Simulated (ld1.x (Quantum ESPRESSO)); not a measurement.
zinc: excitation energies, all-electron against TM

```
Element                 : zinc (Zn)
Generator               : ld1.x (Quantum ESPRESSO) 7.5
Type                    : norm-conserving Troullier–Martins (Kleinman–Bylander form)
Functional              : revPBE
Relativity              : scalar-relativistic
Frozen core             : [Ar]
Valence charge          : 12
Reference configuration : 3d10 4s1.5 4p0 (charge +0.5)
Partial waves           : 4s (bound): rc 2.00 bohr; 3d (bound): rc 1.45 bohr; 4p (bound, empty): rc 2.60 bohr
Local potential         : the p channel
Core correction         : none
```

Energies are relative to the spin-unpolarised reference configuration 3d10 4s1.5 4p0; without spin polarisation the order of configurations can differ from experiment. The frozen-core shift is the all-electron ΔE with the core orbitals held at their reference shape minus the fully relaxed ΔE.

Q: Give the all-electron excitation energy and the error of the potential for: 3d10 4s2 4p0; 3d10 4s1 4p0; 3d10 4s0 4p0; 3d10 4s0 4p1; 3d9 4s0 4p0; 3d10 4s1 4p1; 3d9 4s2 4p0.

A:

```
valence configuration  charge  ΔE all-electron (eV)  error AE − PS (meV)  frozen-core shift (meV)
         3d10 4s2 4p0       0                -3.893                 -0.3                     -0.2
         3d10 4s1 4p0      +1                 5.883                 -0.2                     +1.1
         3d10 4s0 4p0      +2                24.147                  +36                     +7.6
         3d10 4s0 4p1      +1                12.169                  +10                     +3.2
          3d9 4s0 4p0      +3                64.557                 -328                     +171
         3d10 4s1 4p1       0                 1.163                 +0.7                     +0.2
          3d9 4s2 4p0      +1                13.941                 -454                     +127
```

Levels in the configuration 3d10 4s1 4p0:

```tsv
level	all-electron (eV)	pseudo (eV)
3d	-19.665	-19.655
4s	-13.847	-13.843
```

A variational frozen-core shift is positive and of second order in the change. This column holds negative values, so the frozen-core run of ld1.x carries numerical noise or an error of first order here, and the column gives no more than the rough size of the effect.

Note: ghost state, extra bound levels that the all-electron valence spectrum of the same l lacks: s at -252.8 eV. A true bound ghost makes a file unfit for plane-wave use.
